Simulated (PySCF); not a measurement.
**Electron correlation in In (indium, neutral)**

[Kr] 4d10 5s2 5p1, 2P determinant. Calculation: PySCF 2.14, in aug-cc-pwCVTZ-DK3 (10s9p7d4f1g, 109 functions); the spin-free X2C one-electron Hamiltonian (Gaussian nucleus). Frozen: [Kr] 4d10; 3 electrons correlated.

```json
{"level": "CCSD", "correlation energy (mhartree)": "-41.98"}
{"level": "(T)", "correlation energy (mhartree)": "-0.81"}
{"level": "CCSD(T)", "correlation energy (mhartree)": "-42.79"}
```

Diagnostics: T1 = 0.014, D1 = 0.0318, largest double amplitude 0.049.

Cost of the coupled-cluster step: roughly 50 core-seconds, for 3 correlated electrons.

Iterations:

```
CC2 = 0
CCSD nocc = (np.int64(2), np.int64(1)), nmo = (86, 86)
frozen orbitals [[0, 1, 2, 3, 4, 5, 6, 7, 8, 9, 10, 11, 12, 13, 14, 15, 16, 17, 18, 19, 20, 21, 22], [0, 1, 2, 3, 4, 5, 6, 7, 8, 9, 10, 11, 12, 13, 14, 15, 16, 17, 18, 19, 20, 21, 22]]
max_cycle = 100
direct = 0
conv_tol = 1e-08
conv_tol_normt = 1e-06
diis_space = 8
diis_start_cycle = 0
Init t2, MP2 energy = -0.0309623482206745
Init E_corr(UCCSD) = -0.0309623482222117
cycle = 1  E_corr(UCCSD) = -0.0378049321612748  dE = -0.00684258394  norm(t1,t2) = 0.0511266
cycle = 2  E_corr(UCCSD) = -0.0402111878956106  dE = -0.00240625573  norm(t1,t2) = 0.0223188
cycle = 3  E_corr(UCCSD) = -0.0419857556152435  dE = -0.00177456772  norm(t1,t2) = 0.0106926
cycle = 4  E_corr(UCCSD) = -0.0419705933852661  dE = 1.516223e-05  norm(t1,t2) = 0.00157973
cycle = 5  E_corr(UCCSD) = -0.0419867942858764  dE = -1.62009006e-05  norm(t1,t2) = 0.000289169
cycle = 6  E_corr(UCCSD) = -0.0419820112421462  dE = 4.78304373e-06  norm(t1,t2) = 6.07846e-05
cycle = 7  E_corr(UCCSD) = -0.0419830680275183  dE = -1.05678537e-06  norm(t1,t2) = 1.691e-05
cycle = 8  E_corr(UCCSD) = -0.0419831323091778  dE = -6.42816595e-08  norm(t1,t2) = 4.18022e-06
cycle = 9  E_corr(UCCSD) = -0.0419830023591063  dE = 1.29950072e-07  norm(t1,t2) = 1.03815e-06
cycle = 10  E_corr(UCCSD) = -0.0419830355498009  dE = -3.31906947e-08  norm(t1,t2) = 2.78227e-07
cycle = 11  E_corr(UCCSD) = -0.0419830356416233  dE = -9.18223483e-11  norm(t1,t2) = 6.88726e-08
UCCSD converged
E(UCCSD) = -5878.081244975302  E_corr = -0.0419830356416233
UCCSD(T) correction = -0.000812324595074713
```
